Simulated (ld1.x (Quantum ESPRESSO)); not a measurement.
# What one change does to a pseudopotential (Ti, TM)

ld1.x (Quantum ESPRESSO) 7.5 input, shortened:

```
&input
   title='Ti', zed=22., rel=0, dft='PBE', iswitch=3,
   config='[Ar] 3d3 4s1 4p0'
 /
 &inputp
   pseudotype=2, tm=.true., lloc=-1, rcloc=1.80,
   nlcc=.true., new_core_ps=.true., rcore=0.70
 /
3
4S  1  0   1.00   0.00  2.55  2.55  0.0
3P  2  1   6.00   0.00  1.55  1.55  0.0
3D  3  2   3.00   0.00  1.40  1.40  0.0
 &test
   configts(1)='3p6 3d3 4s1 4p0'
 /
```

All-electron outer shells of the reference configuration (PBE, non-relativistic, ld1.x):

```tsv
shell	level (eV)	outermost node (bohr)	outermost maximum (bohr)
3s	-58.39	0.40	0.88
3p	-35.52	0.37	0.91
4s	-3.66	1.27	3.07
3d	-1.97	–	1.01
4p	-1.11	1.42	4.20
```

Change: wave 3p (bound): rc 1.55 bohr becomes 3p (bound): rc 2.04 bohr.

Cutoffs: the cutoffs (Ry, on a coarse ladder) from which the occupation-weighted sum of valence levels, in a spherical-Bessel basis at the reference potential, stays within 10 and 1 mRy of its value at 400 Ry; they do not see the model core or the augmentation charge, which bear on the density cutoff. Errors are all-electron minus pseudo energies relative to the spin-unpolarised reference configuration.

Task: Predict the effect on cutoff, ghosts and configuration errors.

Result: The potential gets neither clearly harder nor softer (90 Ry and 110 Ry → 90 Ry and 110 Ry); both files keep a bound ghost (s); of the 6 tests that both files solve, the error grows in 3 and shrinks in 1 by more than 15 % and 0.3 meV (median size 39.3 → 50.6 meV); the range in which the p phases agree narrows (upper end at the end of the scan → 0.4).

| quantity | base | changed |
| --- | --- | --- |
| cutoff, loose | 90 Ry | 90 Ry |
| cutoff, tight | 110 Ry | 110 Ry |
| loose cutoff by channel (10 mRy a level) | s 6 Ry, p 35 Ry, d 80 Ry | s 6 Ry, p 30 Ry, d 80 Ry |
| bound ghosts | s | s |
| tests counted (converged, no solver errors) | 6 of 7 | 6 of 7 |
| error for 3p6 3d2 4s2 4p0, meV [ΔE -0.95 eV] | -67 | -69 |
| error for 3p6 3d2 4s1 4p0, meV [ΔE 6.34 eV] | -35 | -37 |
| error for 3p6 3d2 4s0 4p0, meV [ΔE 19.81 eV] | +5.5 | +4.1 |
| error for 3p6 3d0 4s0 4p0, meV [ΔE 90.42 eV] | -190 | -257 |
| error for 3p6 3d2 4s1 4p1, meV [ΔE 2.07 eV] | -44 | -58 |
| error for 3p6 3d2 4s0 4p1, meV [ΔE 10.04 eV] | -21 | -43 |
| s: phases at 2.76 bohr within 0.05 rad from the reference energy up to (Ry; the scan ends near 5) | 3.3 | 3.3 |
| p: phases at 2.76 bohr within 0.05 rad from the reference energy up to (Ry; the scan ends near 5) | to the end of the scan | 0.4 |
| d: phases at 2.76 bohr within 0.05 rad from the reference energy up to (Ry; the scan ends near 5) | 1.5 | 1.5 |

Base: Tests not counted: 3p5 3d2 4s2 4p0 (solver errors, printed error -14.5 eV). Changed file: Tests not counted: 3p5 3d2 4s2 4p0 (solver errors, printed error -14.4 eV). A true bound ghost makes a file unfit for plane-wave use even where its test errors are small: the radial tests pick states by their node count and pass the ghost by. Where a test does run into it, the solver fails or the error is huge.
